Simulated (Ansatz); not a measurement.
Computed with Ansatz on PBE0-D4/def2-TZVP structures; ΔE is electronic, products minus reactants. CCSD(T)/CBS adds triple-zeta CCSD(T) − MP2 to the extrapolated MP2 energy (def2 sets, frozen cores). Each species was taken in one conformer, which may not be the lowest.

Consider the redistribution: `CN[SiH2][SiH3]` + `N[Si]1(O)CN1` → `CN[SiH2][SiH2]N` + `O[SiH]1CN1`.

```
             level  ΔE (kJ/mol)
SCS-MP2/def2-TZVPP         22.2
     MP2/CBS(def2)         21.0
```

Question: What does CCSD(T)/CBS give? (Best estimate.)

Answer: Computed: +22.9 kJ/mol. The listed levels differ from it by -0.7, -1.9 kJ/mol.

Largest T1 diagnostic among the species: 0.012.
